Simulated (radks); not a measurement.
The europium ion Eu+ inside a hard spherical wall (all orbitals vanish at R), configuration held at [Xe] 4f7 6s1 and not refilled when levels cross. Calculated with a radial shooting solver on a logarithmic mesh with Libxc functionals: scalar-relativistic Kohn-Sham, PBE, spin-unpolarised, spherical densities, point nucleus. Eigenvalues in eV, with the zero of energy where the potential of the charges vanishes at infinity; a dash marks a level that is unbound or too diffuse for the functional's potential to be trusted. A positive occupied level is held by the wall or, in an anion where self-interaction has pushed it up, behind a barrier. The pressure on the wall is -dE/dV.

| R (bohr) | E (hartree) | kinetic (hartree) | e(5s) | e(5p) | e(4f) | e(6s) | e(5d, empty) | e(6p, empty) | pressure (GPa) |
|---|---|---|---|---|---|---|---|---|---|
| free | -10843.8421 | 11618.356 | -50.914 | -30.007 | -8.901 | -8.527 | -7.128 | -5.339 | 0 |
| 10 | -10843.8417 | 11618.361 | -50.886 | -29.979 | -8.874 | -8.499 | -7.102 | -5.225 | 0.0127 |
| 8 | -10843.8373 | 11618.396 | -50.725 | -29.822 | -8.714 | -8.294 | -6.944 | -4.697 | 0.200 |
| 7 | -10843.8274 | 11618.458 | -50.487 | -29.592 | -8.476 | -7.905 | -6.690 | -3.883 | 0.776 |
| 6 | -10843.7981 | 11618.607 | -50.019 | -29.147 | -7.996 | -6.901 | -6.126 | -2.053 | 3.12 |
| 5 | -10843.7086 | 11619.006 | -49.085 | -28.268 | -6.988 | -4.209 | -4.818 | 2.288 | 14.3 |
| 4 | -10843.3838 | 11620.419 | -46.826 | -26.088 | -4.357 | 3.923 | -1.246 | 13.881 | 90.5 |
| 3 | -10841.7148 | 11627.568 | -39.198 | -17.839 | 4.996 | 34.243 | 11.546 | 51.702 | 967 |
| 2 | -10827.9112 | 11677.540 | 1.921 | 31.017 | 46.019 | 186.92 | 77.929 | 221.38 | 21600 |
